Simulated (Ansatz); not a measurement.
A nudged elastic band was laid between two geometries of BCl2H2N + H3P (10 atoms, charge 0, multiplicity 1).

The calculation used Ansatz 0.2.0, RKS BLYP/def2-SVP.

- movable images: 7
- climbing image: yes
- spring: 5.0 eV/Å²
- optimiser: quadratic models (default)
- start path: through a guess of the saddle point
- force threshold: 0.05 eV/Å
- iteration limit: 60
- end points: relaxed

Initial state:

```xyz
10
Properties=species:S:1:pos:R:3
B 0.430 -1.107 0.031
N 0.176 -0.518 1.278
H -0.767 -0.402 1.651
H 0.922 -0.191 1.894
Cl 2.111 -1.291 -0.547
Cl -0.926 -1.673 -0.986
P -1.203 3.614 1.278
H -2.535 3.067 1.201
H -1.201 3.566 2.720
H -0.597 2.309 1.172
```

Final state:

```xyz
10
Properties=species:S:1:pos:R:3
B -0.149 0.569 0.227
N -0.314 -0.092 1.732
H -0.200 -1.122 1.686
H 0.406 0.283 2.373
Cl 1.655 0.294 -0.175
Cl -1.320 -0.435 -0.826
P -0.626 2.508 0.214
H -1.885 2.381 0.915
H 0.089 2.876 1.416
H -1.246 0.111 2.129
```

(1) Which bonds break or form, and what moves?

(2) What energy profile does the band end with?

(3) What is the geometry of the highest image?

The band took 32 iterations and about 16 core-minutes.

Results:

(1) Bonds broken: P7–H10. Bonds formed: B1–P7, N2–H10. BCl2H2N + H3P becomes BCl2H5NP.

(2) The forces met the threshold. The highest image is number 5 of 0 to 8, 207.0 kJ/mol above the first end and 159.3 kJ/mol above the last; the last end lies 47.6 kJ/mol above the first. The profile has 2 maxima (images 5, 7) with wells between them (image 6): this band takes more than one step, which may be the mechanism or a detour left from its start path. Neighbouring images differ by up to 2.1 eV, so the band resolves the path poorly. A vibrational analysis at the climbing image gives one clearly imaginary mode, 1380i cm⁻¹: a first-order saddle point. The orbitals stay closed-shell, which can raise the energy where a bond breaks towards radicals; this wasn't checked here.

| image | path coordinate (Å) | energy (kJ/mol) | P7–H10 (Å) | B1–P7 (Å) | N2–H10 (Å) |
| --- | --- | --- | --- | --- | --- |
| 0 | 0.00 | 0.0 | 1.44 | 5.15 | 2.93 |
| 1 | 1.48 | -0.1 | 1.44 | 5.05 | 2.93 |
| 2 | 2.97 | -0.1 | 1.44 | 4.63 | 3.15 |
| 3 | 4.45 | 0.6 | 1.44 | 4.58 | 2.99 |
| 4 | 5.93 | 2.8 | 1.44 | 3.91 | 2.74 |
| 5 | 7.41 | 207.0 | 1.75 | 2.62 | 1.33 |
| 6 | 9.35 | 51.7 | 2.98 | 2.01 | 1.03 |
| 7 | 11.28 | 60.1 | 3.21 | 2.03 | 1.03 |
| 8 | 13.21 | 47.6 | 3.13 | 2.00 | 1.03 |

(3) 
```xyz
10
Properties=species:S:1:pos:R:3:forces:R:3
B -0.313 0.131 0.450 0.01 0.03 0.01
N 0.236 -0.126 1.875 -0.03 -0.04 -0.01
H -0.374 -0.685 2.487 0.01 0.00 0.00
H 1.215 -0.437 1.935 0.01 0.01 0.00
Cl 0.969 0.217 -0.819 -0.01 -0.01 0.01
Cl -1.890 -0.646 0.053 0.00 -0.02 0.00
P -0.794 2.603 1.161 0.01 0.00 0.00
H -0.401 2.842 -0.191 0.00 0.01 0.00
H -2.168 2.310 0.893 0.00 0.00 0.00
H -0.070 1.164 1.847 0.01 0.02 0.00
```

Time of the run: 8.1 min on 2 threads of Arm Neoverse V1, with other jobs on the host, peak memory 0.16 GiB.
